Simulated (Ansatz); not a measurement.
The pair A = GaH3 (SMILES [GaH3]) (first 4 atoms), B = CH4O (SMILES CO); geometry from B3LYP-D3(BJ)/def2-TZVP.
(charge 0, multiplicity 1):
| atom | x (Å) | y (Å) | z (Å) |
|---|---|---|---|
| Ga | -0.0601 | -0.8509 | 0.7034 |
| H | -1.2918 | 0.0285 | 0.2673 |
| H | -0.3459 | -2.2027 | 1.4766 |
| H | 1.3315 | -0.6872 | -0.0221 |
| C | -0.3798 | 0.2670 | 3.5886 |
| O | 0.5015 | 0.3143 | 2.4512 |
| H | -0.4519 | -0.7478 | 3.9819 |
| H | -1.3544 | 0.5868 | 3.2298 |
| H | -0.0296 | 0.9544 | 4.3586 |
| H | 1.3991 | 0.0824 | 2.7165 |

Cores are frozen in the correlated methods. Filled d and f shells under p-block atoms count as core. MP2 and its Hartree–Fock in aug-cc-pVTZ are density fitted.

Programs: Ansatz (Gaussian basis) for Hartree–Fock, density functionals and correlated methods. Values without a source in brackets are computed.

The counterpoise-corrected interaction energy is E(AB) − E(A in the pair's basis) − E(B in the pair's basis). Total energies (hartree):

```tsv
level	AB	A in the pair's basis	B in the pair's basis
HF/aug-cc-pVDZ	-2040.0100784	-1924.9263233	-115.0611670
MP2/aug-cc-pVDZ	-2040.4564034	-1925.0069938	-115.4225224
HF/aug-cc-pVTZ	-2040.1131112	-1924.9984011	-115.0913026
MP2/aug-cc-pVTZ	-2040.6508926	-1925.0929701	-115.5290282
CCSD(T)/aug-cc-pVDZ	-2040.5152499	-1925.0327624	-115.4563680
```

**Question.** Work out the counterpoise-corrected interaction energy at the basis-set limit: extrapolate the MP2 correlation part as X⁻³, take Hartree–Fock from the larger set, and add the CCSD(T) − MP2 difference of aug-cc-pVDZ.

**Answer.** 
1. Differences (1 hartree = 627.509 kcal/mol): HF/aug-cc-pVDZ -14.174; MP2/aug-cc-pVDZ -16.872; HF/aug-cc-pVTZ -14.688; MP2/aug-cc-pVTZ -18.131; CCSD(T)/aug-cc-pVDZ -16.390.
2. Correlation parts, MP2 less HF: -2.698 in aug-cc-pVDZ (X = 2), -3.443 in aug-cc-pVTZ (X = 3).
3. Limit (3³·(-3.443) − 2³·(-2.698))/(3³ − 2³) = -3.757; with HF/aug-cc-pVTZ it gives -18.445.
4. CCSD(T) less MP2 in aug-cc-pVDZ: 0.482.
Result: -17.96 kcal/mol, against -16.87 at MP2/aug-cc-pVDZ. It is an estimate of this method's limit, not of the exact value.

Ansatz is a quantum-chemistry and plane-wave program.
